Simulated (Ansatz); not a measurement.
Relaxation of AlGe2H9O (13 atoms, charge 0, multiplicity 1), to a largest force component of 0.03 eV/Å in at most 50 steps.

Computed with RKS PBE/def2-SVP in Ansatz.

```xyz
13
Properties=species:S:1:pos:R:3:forces:R:3
Ge 0.087 0.102 0.160 0.20 0.03 -0.38
Ge 0.294 0.016 2.560 0.11 -0.01 0.35
H -0.950 -0.629 3.255 0.05 0.03 -0.04
H 1.525 -0.844 2.977 -0.06 0.06 -0.02
H 0.465 1.448 3.142 -0.02 -0.09 -0.02
H 1.530 0.193 -0.431 -0.02 0.00 0.00
H -0.712 1.327 -0.332 0.01 0.02 0.00
H -0.532 -1.203 -0.424 -0.01 -0.01 0.00
O -2.713 -0.050 1.161 0.01 -0.27 0.65
Al -3.463 -0.977 -0.099 0.05 -0.04 -0.01
H -3.619 -2.568 0.046 -0.01 0.09 0.00
H -3.966 -0.108 -1.341 0.02 -0.04 0.06
H -2.365 -0.446 1.998 -0.35 0.25 -0.60
```

Where does it end, and by what steps?

It converged. After 41 steps the energy has fallen by 0.200 eV; H4 moved furthest, 1.53 Å.

```
step  energy less start (eV)  largest force component (eV/Å)  accepted
   0                  0.0000                           0.647       yes
   2                 -0.0589                           0.250       yes
   4                 -0.0784                           0.261       yes
   6                 -0.1323                           0.178       yes
   8                 -0.1492                           0.278       yes
  10                 -0.1601                           0.047       yes
  12                 -0.1655                           0.221       yes
  14                 -0.1713                           0.049       yes
  16                 -0.1748                           0.074       yes
  18                 -0.1772                           0.042       yes
  20                 -0.1792                           0.078       yes
  22                 -0.1814                           0.091       yes
  24                 -0.1833                           0.206       yes
  26                 -0.1866                           0.187       yes
  28                 -0.1882                           0.218       yes
  30                 -0.1929                           0.084       yes
  32                 -0.1955                           0.102       yes
  34                 -0.1980                           0.057       yes
  36                 -0.1987                           0.072        no
  38                 -0.1997                           0.044       yes
  40                 -0.2000                           0.036       yes
  41                 -0.2001                           0.030       yes
```

```xyz
13
Properties=species:S:1:pos:R:3
Ge 0.173 -0.215 0.013
Ge 0.139 0.258 2.406
H -0.205 -1.024 3.200
H 1.599 0.672 2.759
H -0.815 1.422 2.741
H 1.277 -1.231 -0.388
H 0.289 1.048 -0.876
H -1.160 -0.934 -0.463
O -2.906 -0.595 1.867
Al -3.105 -0.608 0.133
H -3.510 -1.971 -0.609
H -3.218 0.852 -0.501
H -2.980 -1.412 2.388
```

Whether the end is a true minimum wasn't checked by a vibrational analysis.

The run took 71 s on 4 threads of Arm Neoverse V2, with other jobs on the host, peak memory 0.23 GiB.
